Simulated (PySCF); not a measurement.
C2H6N, charge -1, singlet, at a GFN2-xTB geometry (in this run its highest filled SCF level lies above zero, so its values depend strongly on the basis, on diffuse functions most of all); DF-B3LYP/3-21G in PySCF.

Input for PySCF:
```python
from pyscf import gto, scf, dft

mol = gto.M(
    atom='''
C     1.19119079   -0.38292669    0.00717213
C    -0.13122655    0.52167957    0.02064457
N    -1.34791120   -0.10755068    0.08388981
H     2.09946740    0.22915829    0.01714482
H     1.19406526   -1.03706791    0.87919469
H     1.20063277   -1.00631015   -0.88849714
H     0.06822949    1.23865150   -0.89692383
H    -0.02730219    1.17890666    0.90869617
H    -1.45949966   -0.68300083   -0.77374348
''',
    basis='3-21g',
    charge=-1,
    verbose=4,
)

mf = dft.RKS(mol)
mf.xc = 'b3lyp'
mf = mf.density_fit(auxbasis='def2-universal-jkfit')
mf.kernel()
```

Problem. What does PySCF print? Leave out banner, timings and long lists.

Solution. 
```
PySCF version 2.14.0

[INPUT] verbose = 4
[INPUT] num. atoms = 9
[INPUT] num. electrons = 26
[INPUT] charge = -1
[INPUT] spin (= nelec alpha-beta = 2S) = 0
[INPUT] symmetry False subgroup None
[INPUT] Mole.unit = angstrom
[INPUT] Symbol           X                Y                Z      unit          X                Y                Z       unit  Magmom
[INPUT]  1 C      1.191190790000  -0.382926690000   0.007172130000 AA    2.251024355204  -0.723626569886   0.013553361430 Bohr   0.0
[INPUT]  2 C     -0.131226550000   0.521679570000   0.020644570000 AA   -0.247982239772   0.985831512081   0.039012583259 Bohr   0.0
[INPUT]  3 N     -1.347911200000  -0.107550680000   0.083889810000 AA   -2.547183008234  -0.203241329711   0.158528765542 Bohr   0.0
[INPUT]  4 H      2.099467400000   0.229158290000   0.017144820000 AA    3.967418393453   0.433046407274   0.032399014255 Bohr   0.0
[INPUT]  5 H      1.194065260000  -1.037067910000   0.879194690000 AA    2.256456316258  -1.959774322475   1.661437174272 Bohr   0.0
[INPUT]  6 H      1.200632770000  -1.006310150000  -0.888497140000 AA    2.268867111478  -1.901650579870  -1.679016257059 Bohr   0.0
[INPUT]  7 H      0.068229490000   1.238651500000  -0.896923830000 AA    0.128935049719   2.340712098782  -1.694940393296 Bohr   0.0
[INPUT]  8 H     -0.027302190000   1.178906660000   0.908696170000 AA   -0.051593661701   2.227810713826   1.717186891741 Bohr   0.0
[INPUT]  9 H     -1.459499660000  -0.683000830000  -0.773743480000 AA   -2.758054636296  -1.290684511551  -1.462163267868 Bohr   0.0

nuclear repulsion = 75.0694222925484
number of shells = 27
number of NR pGTOs = 63
number of NR cGTOs = 39
basis = 3-21g
ecp = {}

******** <class 'pyscf.df.df_jk.DFRKS'> ********
method = DFRKS
initial guess = minao
damping factor = 0
level_shift factor = 0
DIIS = <class 'pyscf.scf.diis.CDIIS'>
diis_start_cycle = 1
diis_space = 8
diis_damp = 0
SCF conv_tol = 1e-09
SCF conv_tol_grad = None
SCF max_cycles = 50
direct_scf = False
XC library pyscf.dft.libxc version 7.1.2
    S. Lehtola, C. Steigemann, M. J. T. Oliveira, and M. A. L. Marques,  SoftwareX 7, 1–5 (2018)
XC functionals = b3lyp
    P. J. Stephens, F. J. Devlin, C. F. Chabalowski, and M. J. Frisch,  J. Phys. Chem. 98, 11623 (1994)
radial grids:
    Treutler-Ahlrichs [JCP 102, 346 (1995); DOI:10.1063/1.469408] (M4) radial grids

becke partition: Becke, JCP 88, 2547 (1988); DOI:10.1063/1.454033
pruning grids: <function nwchem_prune>
grids dens level: 3
symmetrized grids: False
atomic radii adjust function: <function treutler_atomic_radii_adjust>
small_rho_cutoff = 0
Set gradient conv threshold to 3.16228e-05
Initial guess from minao.
tot grids = 100992
******** <class 'pyscf.df.df.DF'> ********
auxbasis = def2-universal-jkfit
init E= -133.695492811581
  HOMO = -0.230685836771469  LUMO = 0.0650898491096954  gap/eV = 8.04847
cycle= 1 E= -133.59071740942  delta_E= 0.105  |g|= 0.718  |ddm|= 2.66
  HOMO = 0.293957680548977  LUMO = 0.359965796998655  gap/eV = 1.79617
cycle= 2 E= -133.080935022329  delta_E= 0.51  |g|= 1.48  |ddm|= 8.13
  HOMO = 0.122900426953723  LUMO = 0.341583448475003  gap/eV = 5.95067
cycle= 3 E= -133.714003430558  delta_E= -0.633  |g|= 0.222  |ddm|= 7.37
  HOMO = 0.128439207637742  LUMO = 0.320083626028057  gap/eV = 5.21491
cycle= 4 E= -133.726302334402  delta_E= -0.0123  |g|= 0.0856  |ddm|= 0.544
  HOMO = 0.131867908754046  LUMO = 0.325445935669106  gap/eV = 5.26753
cycle= 5 E= -133.728124352062  delta_E= -0.00182  |g|= 0.00893  |ddm|= 0.103
  HOMO = 0.129986416717446  LUMO = 0.326424887383093  gap/eV = 5.34536
cycle= 6 E= -133.728162209595  delta_E= -3.79e-05  |g|= 0.0013  |ddm|= 0.0423
  HOMO = 0.129849845027906  LUMO = 0.326522596751051  gap/eV = 5.35174
cycle= 7 E= -133.728162850206  delta_E= -6.41e-07  |g|= 0.000415  |ddm|= 0.00474
  HOMO = 0.129830886401414  LUMO = 0.326515039287441  gap/eV = 5.35205
cycle= 8 E= -133.728162892755  delta_E= -4.25e-08  |g|= 0.000179  |ddm|= 0.00117
  HOMO = 0.12984973577486  LUMO = 0.326505585733436  gap/eV = 5.35128
cycle= 9 E= -133.72816290279  delta_E= -1e-08  |g|= 2.12e-05  |ddm|= 0.000457
  HOMO = 0.129854047890872  LUMO = 0.326507777960126  gap/eV = 5.35122
cycle= 10 E= -133.728162902945  delta_E= -1.55e-10  |g|= 3.77e-06  |ddm|= 8.33e-05
  HOMO = 0.129855469454249  LUMO = 0.326507289475735  gap/eV = 5.35117
Extra cycle  E= -133.728162902943  delta_E= 2.25e-12  |g|= 5.79e-06  |ddm|= 2.77e-05
converged SCF energy = -133.728162902943
```
